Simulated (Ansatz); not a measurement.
Sn17AsH28⁻ was relaxed with PBE-D4 (def2-SVP) in Ansatz in these states: charge -1 singlet, charge -1 triplet. The geometries follow in no particular order.

In the def2 sets Sn takes a core potential; there is no spin–orbit coupling. Single mean-field runs in def2-SVP are fitted with def2-universal-jkfit.

A:

```xyz
46

Sn    3.093    2.136    2.710
Sn    4.943   -0.483   -0.477
Sn   -1.592    0.865    3.468
As    0.689   -0.515    1.005
Sn   -5.101   -0.569    1.551
Sn   -3.074    1.483    1.153
Sn   -1.964   -3.806    0.044
Sn    1.497    3.107   -1.493
Sn   -0.965   -0.315   -2.925
Sn    2.162   -3.705   -1.996
Sn    0.707    2.327    4.207
Sn    2.652    1.066    0.121
Sn    4.456   -2.210   -2.646
Sn   -0.565    3.868    0.407
Sn    0.046   -2.109   -1.011
Sn   -4.584   -2.775   -0.146
Sn   -2.936    1.259   -1.655
Sn    1.024    1.494   -3.779
H     3.854    3.704    2.732
H     4.152    1.108    3.654
H     5.389   -1.499    0.869
H     6.354    0.492   -0.806
H    -1.391   -0.857    3.614
H    -2.798    1.256    4.693
H     1.623   -1.545    1.677
H    -5.219   -1.319    3.130
H    -6.766   -0.166    1.173
H    -4.006    2.923    1.496
H    -1.536   -4.167    1.696
H    -1.845   -5.338   -0.791
H     2.946    4.007   -1.941
H    -1.772   -1.206   -4.193
H     2.611   -4.857   -0.765
H     1.621   -4.669   -3.347
H     1.024    1.780    5.844
H     0.198    3.979    4.385
H     5.801   -3.267   -3.002
H     4.159   -1.305   -4.099
H     0.823    4.368    1.449
H    -0.761    5.491   -0.327
H    -4.757   -2.361   -1.830
H    -5.646   -4.147    0.079
H    -4.529    0.705   -2.128
H    -2.805    2.892   -2.252
H     2.384    0.563   -4.359
H     0.404    2.318   -5.190
```

B:

```xyz
46

Sn   -3.541   -0.176    3.016
Sn    0.457   -1.680    4.499
Sn   -4.011    0.095   -1.663
As   -0.597   -1.322    0.100
Sn   -1.486   -0.277   -4.465
Sn   -1.449    1.718   -2.118
Sn    2.050   -2.866   -2.790
Sn    0.119    2.560    2.298
Sn    2.996    1.308   -0.902
Sn    3.578   -2.731    1.450
Sn   -5.209    0.585    0.867
Sn   -0.758   -0.119    2.480
Sn    3.234   -1.881    4.111
Sn   -1.586    3.561    0.260
Sn    2.018   -1.302   -0.431
Sn    1.040   -1.453   -5.008
Sn    1.327    2.680   -2.751
Sn    2.858    2.533    1.632
H    -3.854    0.783    4.442
H    -3.944   -1.808    3.491
H    -0.185   -3.301    4.460
H     0.090   -1.076    6.094
H    -3.741   -1.634   -1.613
H    -5.314    0.281   -2.836
H    -0.505   -2.726    0.754
H    -2.539   -1.677   -4.338
H    -1.986    0.470   -5.979
H    -2.257    2.915   -3.157
H     1.086   -4.292   -2.509
H     3.660   -3.468   -3.100
H    -0.107    3.235    3.900
H     4.676    1.074   -1.343
H     3.130   -4.418    1.406
H     5.266   -2.697    1.004
H    -6.704   -0.307    1.089
H    -5.656    2.248    1.121
H     3.998   -2.967    5.246
H     3.981   -0.332    4.350
H    -3.156    3.491    1.048
H    -1.287    5.290    0.105
H     2.243   -0.264   -5.423
H     1.003   -2.546   -6.375
H     1.993    2.271   -4.326
H     1.784    4.373   -2.543
H     3.788    1.688    2.840
H     3.495    4.158    1.606
```

Question: Judge from the bond lengths which geometry belongs to which state (an estimate).

Answer: A is the charge -1 singlet (Sn3–Sn6 2.817 Å, Sn6–Sn17 2.821 Å, Sn5–Sn6 2.912 Å); B is the charge -1 triplet (Sn3–Sn6 3.067 Å, Sn6–Sn17 3.006 Å, Sn5–Sn6 3.081 Å).
